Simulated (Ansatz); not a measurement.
Basis-set extrapolation for C$_{3}$H$_{5}$F$_{3}$O, SMILES `FCOCC(F)F` (PBE0-D4/def2-TZVP geometry, frozen core, Ansatz). Multiplicity 1, RHF reference.

|  | def2-TZVPP | def2-QZVPP |
| --- | --- | --- |
| HF | -489.892742 | -489.914259 |
| MP2 correlation | -1.478832 | -1.603486 |
| CCSD(T) correlation | -1.558379 | not run |

Energies in hartree. Use E(X) = E(∞) + A·exp(−7.88·√X) for Hartree–Fock and E(X) = E(∞) + B·X^(−2.97) for correlation, with X = 3 and 4, and add CCSD(T) minus MP2 of the smaller set to the MP2 limit.

**Question.** What is the CCSD(T) energy at the basis-set limit?

**Answer.** HF limit: -489.914259 + (-0.021517) × 0.13774 = -489.91722. MP2 limit: -1.603486 + (-0.124654) × 0.74074 = -1.69582. Higher-order term: -1.558379 − (-1.478832) = -0.07955. Total: -491.69259 hartree, 634.0 kJ/mol below CCSD(T)/def2-TZVPP.
